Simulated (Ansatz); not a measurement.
Calculated with Ansatz (gas phase, PBE0-D4/def2-TZVP geometries, no zero-point term in ΔE). CCSD(T)/CBS adds triple-zeta CCSD(T) − MP2 to the extrapolated MP2 energy (def2 sets, frozen cores). This one scheme is used for every species. DFT in def2-TZVPP. B3LYP here is the variant with VWN-RPA as its local correlation; programs differ in this. HSE06 is defined as in plane-wave codes. Elements past krypton have def2 core potentials. For Sn outer-core shells are correlated without core-valence functions, which leaves a few kJ/mol of doubt a bond. Each species was taken in one conformer, which may not be the lowest.

`C[SiH2][SnH3]` + `SS` → `C[SiH2]SS` + `[SnH4]`  (cleavage of the Si–Sn bond)

```json
{"level": "LDA (SPW92)", "ΔE (kJ/mol)": "-36.2", "difference from CCSD(T)/CBS": "-1.4"}
{"level": "PBE-D4", "ΔE (kJ/mol)": "-33.7", "difference from CCSD(T)/CBS": "1.1"}
{"level": "revPBE-D4", "ΔE (kJ/mol)": "-37.1", "difference from CCSD(T)/CBS": "-2.3"}
{"level": "BLYP-D4", "ΔE (kJ/mol)": "-37.7", "difference from CCSD(T)/CBS": "-2.9"}
{"level": "r2SCAN-D4", "ΔE (kJ/mol)": "-39.1", "difference from CCSD(T)/CBS": "-4.3"}
{"level": "B97M-V", "ΔE (kJ/mol)": "-48.0", "difference from CCSD(T)/CBS": "-13.2"}
{"level": "PBE0-D4", "ΔE (kJ/mol)": "-35.3", "difference from CCSD(T)/CBS": "-0.5"}
{"level": "r2SCANh-D4", "ΔE (kJ/mol)": "-39.1", "difference from CCSD(T)/CBS": "-4.3"}
{"level": "r2SCAN0-D4", "ΔE (kJ/mol)": "-39.0", "difference from CCSD(T)/CBS": "-4.2"}
{"level": "HSE06-D4", "ΔE (kJ/mol)": "-35.1", "difference from CCSD(T)/CBS": "-0.3"}
{"level": "BHLYP-D4", "ΔE (kJ/mol)": "-40.4", "difference from CCSD(T)/CBS": "-5.6"}
{"level": "CAM-B3LYP-D4", "ΔE (kJ/mol)": "-39.8", "difference from CCSD(T)/CBS": "-5.0"}
{"level": "ωB97X-V", "ΔE (kJ/mol)": "-39.1", "difference from CCSD(T)/CBS": "-4.3"}
{"level": "B2PLYP", "ΔE (kJ/mol)": "-37.5", "difference from CCSD(T)/CBS": "-2.7"}
{"level": "PBE-QIDH", "ΔE (kJ/mol)": "-38.6", "difference from CCSD(T)/CBS": "-3.8"}
{"level": "PBE", "ΔE (kJ/mol)": "-30.3", "difference from CCSD(T)/CBS": "4.5"}
{"level": "revPBE", "ΔE (kJ/mol)": "-27.6", "difference from CCSD(T)/CBS": "7.2"}
{"level": "BLYP", "ΔE (kJ/mol)": "-30.0", "difference from CCSD(T)/CBS": "4.8"}
{"level": "PBE0", "ΔE (kJ/mol)": "-32.4", "difference from CCSD(T)/CBS": "2.4"}
{"level": "B3LYP", "ΔE (kJ/mol)": "-32.6", "difference from CCSD(T)/CBS": "2.2"}
{"level": "r2SCANh", "ΔE (kJ/mol)": "-38.2", "difference from CCSD(T)/CBS": "-3.4"}
{"level": "r2SCAN0", "ΔE (kJ/mol)": "-38.1", "difference from CCSD(T)/CBS": "-3.3"}
{"level": "HSE06", "ΔE (kJ/mol)": "-32.4", "difference from CCSD(T)/CBS": "2.4"}
{"level": "BHLYP", "ΔE (kJ/mol)": "-36.9", "difference from CCSD(T)/CBS": "-2.1"}
{"level": "CAM-B3LYP", "ΔE (kJ/mol)": "-36.9", "difference from CCSD(T)/CBS": "-2.1"}
{"level": "RPA@PBE/def2-TZVPP", "ΔE (kJ/mol)": "-36.5", "difference from CCSD(T)/CBS": "-1.7"}
{"level": "HF/def2-SVP", "ΔE (kJ/mol)": "-38.7", "difference from CCSD(T)/CBS": "-3.9"}
{"level": "MP2/def2-SVP", "ΔE (kJ/mol)": "-42.3", "difference from CCSD(T)/CBS": "-7.5"}
{"level": "CCSD/def2-SVP", "ΔE (kJ/mol)": "-35.2", "difference from CCSD(T)/CBS": "-0.4"}
{"level": "CCSD(T)/def2-SVP", "ΔE (kJ/mol)": "-36.2", "difference from CCSD(T)/CBS": "-1.4"}
{"level": "MP2/def2-TZVPP", "ΔE (kJ/mol)": "-42.8", "difference from CCSD(T)/CBS": "-8.0"}
{"level": "SCS-MP2/def2-TZVPP", "ΔE (kJ/mol)": "-41.7", "difference from CCSD(T)/CBS": "-6.9"}
{"level": "CCSD/def2-TZVPP", "ΔE (kJ/mol)": "-36.8", "difference from CCSD(T)/CBS": "-2.0"}
{"level": "CCSD(T)/def2-TZVPP", "ΔE (kJ/mol)": "-38.5", "difference from CCSD(T)/CBS": "-3.7"}
{"level": "HF/def2-QZVPP", "ΔE (kJ/mol)": "-39.6", "difference from CCSD(T)/CBS": "-4.8"}
{"level": "MP2/def2-QZVPP", "ΔE (kJ/mol)": "-40.4", "difference from CCSD(T)/CBS": "-5.6"}
{"level": "SCS-MP2/def2-QZVPP", "ΔE (kJ/mol)": "-39.7", "difference from CCSD(T)/CBS": "-4.9"}
{"level": "HF/CBS(def2)", "ΔE (kJ/mol)": "-39.6", "difference from CCSD(T)/CBS": "-4.8"}
{"level": "MP2/CBS(def2)", "ΔE (kJ/mol)": "-39.1", "difference from CCSD(T)/CBS": "-4.3"}
{"level": "CCSD/CBS(def2)", "ΔE (kJ/mol)": "-33.1", "difference from CCSD(T)/CBS": "1.7"}
{"level": "CCSD(T)/CBS", "ΔE (kJ/mol)": "-34.8", "difference from CCSD(T)/CBS": "0"}
```

Largest T1 diagnostic among the species: 0.013.

Leaving LDA and LC-ωPBE aside and taking each functional with its dispersion term where it has one, the values spread over 14.3 kJ/mol, from B97M-V to PBE-D4. LDA lies −5.9 kJ/mol from PBE without D4. The D4 term adds −5.6 kJ/mol with B3LYP and −2.9 kJ/mol with PBE0; it sums over pairs of atoms, weighted by their polarisabilities, and B3LYP, whose exchange is more repulsive, gets the larger term.
